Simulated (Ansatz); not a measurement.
Gas-phase electronic energies from Ansatz, PBE0-D4/def2-TZVP geometries. CCSD(T)/CBS adds triple-zeta CCSD(T) − MP2 to the extrapolated MP2 energy (def2 sets, frozen cores). DFT in def2-TZVPP. B3LYP here is the variant with VWN-RPA as its local correlation; programs differ in this. def2 core potentials past Kr. For Br, Sn outer-core shells are correlated without core-valence functions, which leaves a few kJ/mol of doubt a bond. Scalar relativity is left out up to krypton. Each species was taken in one conformer, which may not be the lowest.

Consider the redistribution: `[OH][SnH]([Cl])[Br]` + `CCBO` → `[Cl][SnH2][Br]` + `OBCCO`.

| level | ΔE (kJ/mol) | difference from CCSD(T)/CBS |
| --- | --- | --- |
| B3LYP-D4 | 104.4 | -6.7 |
| ωB97M-V | 101.4 | -9.7 |
| B2PLYP | 107.6 | -3.5 |
| PBE | 101.3 | -9.8 |
| r2SCAN | 106.7 | -4.4 |
| PBE0 | 97.5 | -13.6 |
| HF/def2-TZVPP | 95.4 | -15.7 |
| SCS-MP2/def2-TZVPP | 109.6 | -1.5 |
| CCSD(T)/def2-TZVPP | 104.1 | -7.0 |
| CCSD/CBS(def2) | 108.6 | -2.5 |
| CCSD(T)/CBS | 111.1 | 0 |

Largest T1 diagnostic among the species: 0.012.

In def2-TZVPP, CCSD(T) changes the Hartree–Fock value by +8.7 kJ/mol (the triples alone add +2.5 kJ/mol) and MP2 by +17.7 kJ/mol. From PBE to PBE0 (25 % exact exchange), in def2-TZVPP and without D4, ΔE moves by −3.8 kJ/mol.
